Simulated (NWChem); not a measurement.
System: silylarsine (SiAsH$_{5}$); SMILES [SiH3][AsH2]

```xyz
7

Si    -0.0200     1.5741     0.0000
As    -0.0441    -0.8183     0.0000
H     -0.7449     2.0537    -1.2073
H     -0.7449     2.0537     1.2073
H      1.3474     2.1600     0.0000
H      1.0205    -0.9002    -1.1016
H      1.0205    -0.9002     1.1016
```
Atoms are numbered in this order, from 1.

Structure relaxed at the B3LYP/6-31G* (spherical d) level.

Problem. Give the principal values of the shielding tensors (ppm) of Si1, As2 from B3LYP/6-31G* (spherical d), GIAO (NWChem), with their diamagnetic and paramagnetic parts as GIAO splits them.

Solution. 
| atom | σ11 | σ22 | σ33 | isotropic | diamagnetic | paramagnetic |
|---|---|---|---|---|---|---|
| Si1 | 437.9 | 454.6 | 488.2 | 460.2 | 881.9 | -421.7 |
| As2 | 1923.6 | 1954.8 | 2175.3 | 2017.9 | 2875.7 | -857.8 |
